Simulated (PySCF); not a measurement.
Isomers C5H4ClNO:

A. 6-Chloro-2-Hydroxypyridine
B. SMILES ClC1=NC=CC(O)=C1
C. SMILES [O-][n+]1ccc(Cl)cc1
D. SMILES C#C/C(Cl)=C\C(N)=O

Spectrum 1. ¹H NMR (500 MHz, computed): δ 8.22 (d, 2H), 7.27 (d, 2H). ¹³C{¹H} NMR (computed): δ 144.9 (CH), 135.9 (C), 133.6 (CH).

Spectrum 2. ¹H NMR (500 MHz, computed): δ 6.18 (s, 1H), 4.69 (br, 1H), 4.49 (br, 1H), 3.88 (s, 1H). ¹³C{¹H} NMR (computed): δ 163.3 (C), 140.6 (C), 134.5 (CH), 108.7 (CH), 82.9 (C).

Spectrum 3. ¹H NMR (500 MHz, computed): δ 7.84 (m, 1H), 6.97 (d, 1H), 6.70 (d, 1H), 5.72 (br s, 1H). ¹³C{¹H} NMR (computed): δ 168.5 (C), 160.9 (C), 147.3 (CH), 121.2 (CH), 109.4 (CH).

Spectrum 4. ¹H NMR (500 MHz, computed): δ 8.43 (d, 1H), 7.02 (s, 1H), 6.34 (d, 1H), 4.73 (br s, 1H). ¹³C{¹H} NMR (computed): δ 171.0 (C), 164.8 (C), 155.5 (CH), 115.8 (CH), 112.0 (CH).

One conformer, no solvent, non-relativistic Hamiltonian, averaged over atoms made equivalent by symmetry, fast rotation or ring inversion. NMR shieldings at PBE0/pcSseg-1/GIAO; GFN2-xTB geometry; PySCF 2.14.

Scale: ¹H (σ = 31.72 ppm), ¹³C (σ = 186.93 ppm) against TMS (reference shieldings calculated alike). Where no couplings were computed, multiplicities follow the n + 1 count of equivalent neighbours, and m marks all less simple cases (inequivalent or close neighbours, rings, F or P nearby). Acid and N–H amide carbonyl carbons lie up to 10 ppm further downfield in solution (hydrogen bonding). Shifts are as computed. Against solution values, carbons near 30 ppm lie about +3 ppm off and those near 130 ppm about +5 ppm; carbons on Cl a further +6 ppm. Of 1211 compounds with measured shifts, 218 miss one by over three times the rms of a fit or turn the order of signals round; such compounds aren't used in these exercises. Groups on amide-type nitrogens are kept apart (slow C–N rotation). Carbons bonded to Cl come out too deshielded. OH and NH positions are gas-phase values without hydrogen bonding to other molecules.

**Question.** Match each spectrum to its structure.

**Answer.** 1–C, 2–D, 3–A, 4–B.

- Spectrum 1 (C): 3 ¹³C signals; δC 144.9 is an aromatic CH next to a ring nitrogen; δC 133.6 is an aromatic CH.
- Spectrum 2 (D): 5 ¹³C signals; δC 163.3 is an amide carbonyl carbon; δC 140.6 is a β carbon of a C=C–C=O unit.
- Spectrum 3 (A): 5 ¹³C signals; δC 168.5 is an aromatic carbon bearing oxygen; δC 109.4 is an aromatic CH.
- Spectrum 4 (B): 5 ¹³C signals; δC 171.0 is an aromatic carbon bearing oxygen; δC 155.5 is an aromatic CH next to a ring nitrogen.
